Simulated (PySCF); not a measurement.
Harmonic spectrum computed at PBE0 in the def2-TZVP basis family (core potentials from Rb on, PySCF, no spin–orbit coupling):

| ω (cm⁻¹) | IR (km/mol, summed over degenerate members) | degeneracy |
| --- | --- | --- |
| 374 | 9.6 | 1 |
| 570 | 273 | 2 |
| 777 | 0.0 | 1 |
| 825 | 0.0 | 1 |
| 1222 | 2212 | 2 |
| 1697 | 0.0 | 1 |
| 1703 | 0.0 | 1 |

Task: Which molecule gave it? In each, all ligands are bound to the one heavy central atom.
A. SeH₄ (singlet)
B. HfH₄ (singlet)
C. IH₄ (doublet)
D. SbH₄ (doublet)
E. TeH₄ (singlet)

Result: C. It has D4h symmetry with I–H 1.796 Å (×4).
